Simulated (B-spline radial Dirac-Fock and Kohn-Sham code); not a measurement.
**Subshell cross sections of Mo⁴⁺, photon energy 4120 eV**

System: Mo⁴⁺ in the configuration [Kr] 4d2.

Model: Dirac-Hartree-Slater photoionisation with all multipoles and Dirac-Fock thresholds. Program: a B-spline atomic structure program. The asymmetry parameter β is from the dipole term alone. Kinetic energies are from the vacuum level. Open shells are spread statistically over j, without multiplet splitting.

The last column is dσ/dΩ = σ/(4π) · [1 + β P₂(cos θ)] at θ = 90° from the polarisation vector of linearly polarised light.

```csv
subshell,electrons,binding (eV),kinetic (eV),σ (kb),β,dσ/dΩ (kb/sr)
L1 (2s),2,2934.4,1185.6,25.5,2.00,≈ 0
L2 (2p1/2),2,2688.6,1431.4,33.2,1.44,0.742
L3 (2p3/2),4,2583.7,1536.3,61.0,1.48,1.26
M1 (3s),2,569.2,3550.8,5.05,2.00,≈ 0
M2 (3p1/2),2,475.2,3644.8,4.33,1.46,0.0934
M3 (3p3/2),4,457.4,3662.6,7.97,1.50,0.160
M4 (3d3/2),4,291.5,3828.5,1.75,0.92,0.0749
M5 (3d5/2),6,288.3,3831.7,2.49,0.89,0.110
N1 (4s),2,125.3,3994.7,0.914,2.00,≈ 0
N2 (4p1/2),2,94.88,4025.1,0.663,1.45,0.0146
N3 (4p3/2),4,92.19,4027.8,1.22,1.49,0.0249
N4 (4d3/2),0.8,52.52,4067.5,0.0380,0.90,0.00166
N5 (4d5/2),1.2,52.24,4067.8,0.0541,0.87,0.00243
```

Branching ratios of the spin-orbit partners (statistical value in brackets): 2p 1.84 (2.00), 3p 1.84 (2.00), 3d 1.42 (1.50), 4p 1.84 (2.00), 4d 1.42 (1.50).

Run: 3.1 s of CPU time on 1 thread of Neoverse-V2 (shared host), peak memory 0.40 GiB.

Values without a named source are computed, but for edge energies of neutral atoms, which are taken from tables.
